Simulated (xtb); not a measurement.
iodine monochloride (ClI), SMILES ClI. All values are semi-empirical tight-binding results from xtb (GFN2-xTB unless named), good for trends rather than for accurate numbers. Geometry: GFN2-xTB.

The point group as xtb finds it is C∞v and the orbital gap is 3.05 eV. The static polarisability (D4 model) is 48.5 bohr³ and the solvation energy, GFN2-xTB/ALPB(water) comes out as -1.0 kcal/mol. The solvation energy, GFN2-xTB/ALPB(hexane) comes out as -2.4 kcal/mol.
